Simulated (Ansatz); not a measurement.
Relaxed structures of GeH2SeO, closed shell (PBE0-D4/def2-TZVP; forces vanish, vibrations not checked; lower isomers may exist, and structures with a doubtful reference or unclear bonds are left out; Å). Computed with Ansatz 0.2.0 (basis: def2-TZVPP); correlated methods freeze the cores. Filled d shells of the heavier atoms are correlated. The def2 sets are not built for correlating such inner shells, so the correlated values are less sure here.

(1) Rank them by CCSD(T) energy, lowest first, and give each one's height above the lowest. Links in brackets join atoms within 1.22 times the sum of their covalent radii (1.1 for two metals). (Judge from chemistry; the value comes from the calculation.)
A.
GeH₂SeO ([O]1[GeH2][Se]1)
```
5
angstrom
O 0.9325 -1.0555 0.2963
Ge -0.0999 0.3049 -0.2556
Se -0.4631 -0.9697 1.5967
H -0.8979 0.0307 -1.5292
H 0.5284 1.6896 -0.1081
```
B.
a complex of GeSe + H₂O
```
5
angstrom
O 0.0456 0.8623 -0.4098
Ge 1.1637 -0.6909 1.1315
Se -0.6827 -1.8089 1.3878
H -0.7714 0.3440 -0.3621
H 0.3067 0.8880 -1.3363
```
C.
GeH₂SeO ([O]1[GeH][SeH]1)
```
5
angstrom
O 0.6369 -1.2460 0.4504
Ge 0.0497 0.5135 -0.0257
Se -0.9256 -1.4199 1.2792
H -0.7978 0.0063 -1.2929
H -0.5317 -0.9338 2.6243
```

No T1 diagnostic of these runs exceeds 0.016.

Answers

(1) The calculation gives: B (0.00 kcal/mol), A (45.80 kcal/mol), C (52.41 kcal/mol). Heights count from the lowest.

For scale, one of the runs: CCSD(T)/def2-TZVPP, 155 basis functions, launched by `ansatz run in.yaml --threads 2 --pin off --events-out ev --progress --plain --max-ram 4352MiB`. The run took 67 s on 2 CPU threads of an Arm Neoverse V1 (shared host), with 1.1 GiB of host memory at its peak.
